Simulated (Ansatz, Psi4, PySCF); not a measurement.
HNaO, singlet, at a GFN2-xTB geometry (such geometries of metal compounds can be far from the true shape). Base run: PBE/cc-pVDZ run with PySCF.

The PySCF input:
```python
from pyscf import gto, scf, dft

mol = gto.M(
    atom='''
Na   -0.60708701   -0.34567032   -0.49916222
O     0.68596288    0.34473088    0.56471073
H     1.19025406    1.04452643    0.97309857
''',
    basis='cc-pvdz',
    verbose=4,
)

mf = dft.RKS(mol)
mf.xc = 'pbe'
mf.kernel()
```

The same geometry, method and basis name were run in Ansatz (a program for electronic structure) and Psi4 and PySCF, at each program's defaults and at the settings that a row names. The base is PySCF at its defaults. Differences at the defaults can come from grids, fitting, cores and function types together. The rows with settings made alike still differ; the cause (another SCF solution, basis table, core potential or functional code) wasn't traced.

```json
[
 {"code and settings": "PySCF, defaults (exact integrals, its default grid, spherical functions)", "ΔE vs base (µEh)": "0.0", "basis functions": "37", "E (Eh)": "-237.92030", "SCF cycles": "9", "dipole (D)": "5.31"},
 {"code and settings": "Psi4, defaults (density fitting with its default set, its default grid, spherical functions)", "ΔE vs base (µEh)": "-566", "basis functions": "37", "E (Eh)": "-237.92087", "SCF cycles": "9", "dipole (D)": "5.35"},
 {"code and settings": "Ansatz, defaults (factorised integrals, its default grid, spherical functions)", "ΔE vs base (µEh)": "-533", "basis functions": "37", "E (Eh)": "-237.92084", "SCF cycles": "-", "dipole (D)": "-"},
 {"code and settings": "PySCF, density fitting with def2-universal-jkfit", "ΔE vs base (µEh)": "-38.0", "basis functions": "37", "E (Eh)": "-237.92034", "SCF cycles": "9", "dipole (D)": "5.31"},
 {"code and settings": "PySCF, fine grid", "ΔE vs base (µEh)": "-0.5", "basis functions": "37", "E (Eh)": "-237.92030", "SCF cycles": "9", "dipole (D)": "5.31"},
 {"code and settings": "Psi4, exact integrals, spherical functions, fine grid", "ΔE vs base (µEh)": "-531", "basis functions": "37", "E (Eh)": "-237.92083", "SCF cycles": "10", "dipole (D)": "5.35"},
 {"code and settings": "Ansatz, high accuracy", "ΔE vs base (µEh)": "-531", "basis functions": "37", "E (Eh)": "-237.92083", "SCF cycles": "-", "dipole (D)": "-"}
]
```
